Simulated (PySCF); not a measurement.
This PySCF input asks for the NMR shieldings of `InChI=1S/C3H13B3SSi/c1-6(2)3-8-7-5-4/h5H,3-4,8H2,1-2H3`; the geometry comes from GFN2-xTB.

```python
import basis_set_exchange as bse
import numpy as np
from pyscf import gto, dft
from pyscf.prop import nmr

atoms = """
B     3.977346    0.159688    0.713121
B     3.832369   -1.011956   -0.405615
S     2.245094   -1.470534   -1.059483
Si    0.793352   -0.203109   -0.066705
C    -0.883016   -0.740773   -0.773285
B    -1.981243    0.122412   -0.076549
C    -2.308280    1.570861   -0.607844
C    -2.712445   -0.434938    1.205055
H     4.128864    1.288664    0.429224
H     3.915015   -0.053074    1.866178
H     4.707887   -1.641396   -0.874589
H     1.124693    1.189896   -0.371191
H     0.903826   -0.424662    1.376443
H    -0.991865   -1.810766   -0.593302
H    -0.840314   -0.597042   -1.853218
H    -3.378844    1.760774   -0.662134
H    -1.911891    2.307361    0.091912
H    -1.880377    1.792419   -1.582498
H    -2.078773   -1.093149    1.796078
H    -3.100742    0.341401    1.860335
H    -3.569575   -1.035135    0.897002
"""
names = dict.fromkeys(["B", "S", "Si", "C", "H"], "pcSseg-1")
basis = {el: gto.basis.parse(bse.get_basis(n, elements=[el], fmt="nwchem")) for el, n in names.items()}
mol = gto.M(atom=atoms, basis=basis, charge=0, verbose=0)
mf = dft.RKS(mol, xc="PBE0")
mf.grids.level = 2
mf.grids.alignment = dft.numint.BLKSIZE   # the property module wants whole blocks of grid points
mf.conv_tol = 1e-9
mf.kernel()

calc = nmr.RKS(mf)   # GIAO
C = mf.mo_coeff
Co = C[:, mf.mo_occ > 0]
resp = mf.gen_response(singlet=True, hermi=2)
def vind(x):   # induced exchange potential for any number of trial vectors
    d = np.einsum("pi,xij,qj->xpq", C, 2 * x.reshape(-1, C.shape[1], Co.shape[1]), Co, optimize=True)
    return np.einsum("xpq,pi,qj->xij", resp(d - d.transpose(0, 2, 1)), C, Co, optimize=True).ravel()
mo1, _ = nmr.rhf.solve_mo1(calc, with_cphf=vind)
sigma = calc.kernel(mo1)
for i, s in enumerate(sigma):   # ppm
    w = np.linalg.eigvalsh((s + s.T) / 2)
    print("%2d %-2s iso %8.1f  s11 %8.1f  s22 %8.1f  s33 %8.1f" % (i, mol.atom_pure_symbol(i), w.mean(), *w))
```

Question: What does it print?

Answer: 
```
 0 B  iso     -4.5  s11   -125.3  s22    -28.3  s33    140.0
 1 B  iso     16.3  s11    -81.9  s22     -0.3  s33    131.1
 2 S  iso    488.5  s11    168.9  s22    547.4  s33    749.2
 3 Si iso    382.4  s11    341.0  s22    379.2  s33    427.0
 4 C  iso    157.0  s11    120.0  s22    165.1  s33    185.9
 5 B  iso     14.8  s11    -39.7  s22    -37.9  s33    122.1
 6 C  iso    170.6  s11    151.1  s22    173.6  s33    187.1
 7 C  iso    172.2  s11    154.0  s22    174.9  s33    187.6
 8 H  iso     21.9  s11      9.3  s22     25.0  s33     31.3
 9 H  iso     21.9  s11      9.3  s22     25.0  s33     31.4
10 H  iso     22.8  s11     16.1  s22     25.4  s33     26.8
11 H  iso     27.0  s11     22.6  s22     27.4  s33     31.2
12 H  iso     27.1  s11     22.7  s22     27.3  s33     31.3
13 H  iso     29.9  s11     26.5  s22     29.3  s33     33.8
14 H  iso     29.9  s11     26.6  s22     28.7  s33     34.3
15 H  iso     30.6  s11     26.6  s22     29.1  s33     36.1
16 H  iso     31.2  s11     28.1  s22     29.4  s33     36.2
17 H  iso     30.8  s11     26.7  s22     30.6  s33     34.9
18 H  iso     30.8  s11     26.8  s22     30.7  s33     34.8
19 H  iso     30.8  s11     27.3  s22     29.5  s33     35.8
20 H  iso     31.1  s11     27.1  s22     29.0  s33     37.2
```

These numbers come from an equivalent density-fitted implementation of the same equations, which agrees with the script to about 0.01 ppm for H and up to a few tenths of a ppm for heavy atoms, so last digits may differ.

Size and cost of the density-fitted run: 215 basis functions, 2.2 min wall time on 1 thread of an Intel Xeon, shared host; peak memory 0.96 GiB.
